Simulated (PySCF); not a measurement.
Simulation results for AlBH$_{4}$

Calculation on a computer-drawn molecule: vertical ionisation energy to the stated ion spin, frozen-core CCSD(T) at the basis limit and cheaper methods, single-reference cases, UHF for radicals, no spin-orbit; all values are single points at the evaluated structure, the first of each entry, which is the reference or a displaced copy of it and isn't optimised; the reference structure only sets the zero of the energies above reference; triples share is (T) over the correlation energy. Program: PySCF 2.14.0.

```xyz
6
formula=AlBH4 charge=0 multiplicity=1 ion_multiplicity=2 diffuse_functions=no basis=cc-pV(n+d)Z reference_is=the_Hartree-Fock_double-zeta_minimum best_is=HF_at_quadruple_zeta_+_MP2_correlation_extrapolated_from_triple_and_quadruple_zeta_+_CCSD(T)_minus_MP2_at_triple_zeta basis_step_is=the_size_of_the_change_from_the_same_recipe_one_zeta_lower
B      0.1638     1.6202     1.6833
Al     0.0949     2.4046    -0.3036
H     -0.7887     1.0529     2.1933
H      1.0877     1.8193     2.3473
H      0.6972     1.5891    -1.5411
H     -0.3446     3.8768    -0.6638
```

Reference structure:
```xyz
6
AlBH4
B      0.1652     1.6823     1.6614
Al     0.1286     2.4493    -0.3451
H     -0.7665     1.0948     2.1502
H      1.1190     1.8054     2.3875
H      0.6164     1.5641    -1.5695
H     -0.3870     3.9194    -0.6508
```

Drawn bonds:
```
atom  other atom  order
   1           2      1
   1           3      1
   1           4      1
   2           5      1
   2           6      1
```

**Q.** What total energy best does the calculation give for AlBH$_{4}$?
**A.** -269.1367 hartree

**Q.** Estimate the T1 diagnostic at triple zeta of AlBH$_{4}$.
**A.** 0.0103

**Q.** What D1 diagnostic at triple zeta does the calculation give for AlBH$_{4}$?
**A.** 0.0206

Further results for AlBH$_{4}$:

```
ionisation energy best                         : 9.993 eV
ionisation energy basis step                   : 0.02468 eV
energy above reference best                    : 1.269 kcal/mol
energy above reference basis step              : 0.006545 kcal/mol
ionisation energy Koopmans at triple zeta      : 10.22 eV
ionisation energy EOM CCSD at triple zeta      : 9.977 eV
total energy HF triple zeta                    : -268.8851 hartree
total energy CCSD(T) triple zeta               : -269.1116 hartree
ion T1 diagnostic at triple zeta               : 0.02171
ion D1 diagnostic at triple zeta               : 0.0692
ion spin squared at triple zeta                : 0.767
triples share at triple zeta                   : 0.02403
basis functions triple zeta                    : 125
dipole magnitude HF at triple zeta             : 0.7531 debye
dipole magnitude CCSD unrelaxed at triple zeta : 0.6515 debye
dipole magnitude PBE at triple zeta            : 0.5537 debye
dipole magnitude r2SCAN at triple zeta         : 0.6069 debye
dipole magnitude B3LYP at triple zeta          : 0.6334 debye
dipole magnitude wB97X at triple zeta          : 0.7114 debye
```

Triple zeta:
```
 method  ionisation energy (eV)  energy above reference (kcal/mol)
     HF                   9.026                              1.351
    PBE                   9.579                              1.304
 r2SCAN                   9.637                               1.23
  B3LYP                   9.775                              1.164
  wB97X                    9.86                              1.278
    MP2                   9.873                              1.269
   CCSD                   9.874                              1.314
CCSD(T)                   9.901                              1.322
```
